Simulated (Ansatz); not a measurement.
`C#C[SiH2]N` + H₂S → `C#CS` + `N[SiH3]`  (substitution at a C–Si bond)

Computed with Ansatz on PBE0-D4/def2-TZVP structures; ΔE is electronic, products minus reactants. CBS: MP2 limit from def2 TZ/QZ plus the TZ coupled-cluster correction, frozen cores. This one scheme is used for every species. Functionals use def2-TZVPP. HSE06 is defined as in plane-wave codes. One conformer a species, not always the lowest.

**Question.** Is it downhill or uphill in electronic energy at CCSD(T)/CBS, and by how much? (An estimate is asked.)

**Answer.** The calculation gave: Uphill: ΔE = +21.4 kcal/mol.

**Question.** What do these levels give: PBE-D4, revPBE-D4, r2SCAN0-D4, CAM-B3LYP-D4, ωB97M-V, PBE-QIDH, BLYP, PBE0, HSE06, BHLYP, HF/CBS(def2), CCSD/CBS(def2)? (An estimate is asked.)

**Answer.** Computed: PBE-D4 17.7, revPBE-D4 17.7, r2SCAN0-D4 19.8, CAM-B3LYP-D4 19.9, ωB97M-V 20.6, PBE-QIDH 19.9, BLYP 18.2, PBE0 18.4, HSE06 18.4, BHLYP 20.2, HF/CBS(def2) 21.9, CCSD/CBS(def2) 21.7 kcal/mol.

Largest T1 diagnostic among the species: 0.013.

From PBE to PBE0 (25 % exact exchange), in def2-TZVPP and without D4, ΔE moves by +1.1 kcal/mol. Leaving LDA and LC-ωPBE aside and taking each functional with its dispersion term where it has one, the values, not all of them listed here, spread over 3.0 kcal/mol, from revPBE-D4 to BHLYP-D4. LDA lies −0.7 kcal/mol from PBE without D4.
